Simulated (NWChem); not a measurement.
Molecule: BeNH3Se; SMILES [NH2][Be][SeH]

```xyz
6

Be     0.0071    -1.1788     0.0000
N      0.0184    -2.6750     0.0000
H      0.0205    -3.2642    -0.8265
H      0.0205    -3.2642     0.8265
Se     0.0364     0.8546     0.0000
H     -1.4349     0.9131     0.0000
```
Atoms are numbered in this order, from 1.

Program: NWChem. Pople sets run with spherical d functions. Structure relaxed at the PBE0/def2-SVP level.

Task: Among these, which level gives the highest value of “dipole (D)”?
A. PBE0/STO-3G
B. PBE0/6-311G**
C. PBE0/3-21G
D. PBE0/6-31G*

Result: C, PBE0/3-21G. Values: PBE0/6-311G** 2.24; PBE0/STO-3G 2.49; PBE0/6-31G* 2.54; PBE0/3-21G 2.89
